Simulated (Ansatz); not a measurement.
One change: `N=[C](S)[SnH3]` becomes `N=C(S)[SiH2]O`.

Ansatz, PBE0-D4/def2-TZVP geometries, multiplicity 1. Each molecule was computed in one conformer, which needn't be the lowest.

Elements past krypton have def2 core potentials.

```json
{"property": "HOMO–LUMO gap (PBE/def2-TZVPP) / eV", "`N=[C](S)[SnH3]`": "4.14"}
{"property": "HOMO–LUMO gap (B3LYP/def2-TZVPP) / eV", "`N=[C](S)[SnH3]`": "5.97"}
{"property": "size of the dipole moment (ωB97M-V/def2-TZVPP) / D", "`N=[C](S)[SnH3]`": "2.90"}
{"property": "LUMO energy (PBE0/def2-TZVPP) / eV", "`N=[C](S)[SnH3]`": "-0.75"}
{"property": "HOMO energy (ωB97M-V/def2-TZVPP) / eV", "`N=[C](S)[SnH3]`": "-9.30"}
{"property": "LUMO energy (ωB97M-V/def2-TZVPP) / eV", "`N=[C](S)[SnH3]`": "0.95"}
```

**Question.** What does the change do to each property? (An estimate is asked.)

**Answer.** The calculation gave: 
| property | `N=C(S)[SiH2]O` | shift |
| --- | --- | --- |
| HOMO–LUMO gap (PBE/def2-TZVPP) / eV | 4.50 | 0.36 |
| HOMO–LUMO gap (B3LYP/def2-TZVPP) / eV | 6.23 | 0.26 |
| size of the dipole moment (ωB97M-V/def2-TZVPP) / D | 1.96 | -0.94 |
| LUMO energy (PBE0/def2-TZVPP) / eV | -1.04 | -0.29 |
| HOMO energy (ωB97M-V/def2-TZVPP) / eV | -9.87 | -0.57 |
| LUMO energy (ωB97M-V/def2-TZVPP) / eV | 1.17 | 0.22 |

With PBE0 the HOMO falls by 0.58 eV and the LUMO falls by 0.29 eV, so the gap widens by about 0.29 eV. PBE moves the HOMO by -0.65 eV and ωB97M-V by -0.57 eV. Dipoles are sizes alone; their direction can turn.

B3LYP here is the variant with VWN-RPA as its local correlation; programs differ in this.
